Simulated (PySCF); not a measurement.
Isomers of C6H14Si2, from PBE0-D3(BJ)/def2-SVP geometry optimisation, gas phase (PySCF 2.14.0). One conformer each, no zero-point energy, no frequencies.

Question: Which is lower in electronic energy at this level?
A. `[SiH3:1]/[CH:2]=[C:3](/[SiH3:4])[CH:5]1[CH2:6][CH2:7][CH2:8]1` with C2–C3–C5–C6 -146°, C3–C5–C6–C7 -143°, C5–C6–C7–C8 20°, C6–C7–C8–C5 -20°, C3–C5–C8–C7 145°: A = 1541, B = 1019, C = 683.8 MHz, dipole 0.77 D
B. `C1C[SiH]2CC[SiH]1CC2`: A = 1733, B = 1470, C = 1469 MHz, dipole 0.00 D

Answer: B. That is `C1C[SiH]2CC[SiH]1CC2`, 61.7 kcal/mol below the other.

```
                   SMILES                                                    mapped SMILES      E (Eh)  relative (kcal/mol)  relative (kJ/mol)  dipole (D)
     C1C[SiH]2CC[SiH]1CC2  [CH2:1]1[CH2:2][Si@H:3]2[CH2:4][CH2:5][Si@@H:6]1[CH2:7][CH2:8]2  -815.22069                  0.0                0.0        0.00
[SiH3]/C=C(/[SiH3])C1CCC1    [SiH3:1]/[CH:2]=[C:3](/[SiH3:4])[CH:5]1[CH2:6][CH2:7][CH2:8]1  -815.12240                 61.7              258.1        0.77
```

As drawn, the higher has a four-membered ring and a C=C bond outside aromatic rings, which the lower lacks.
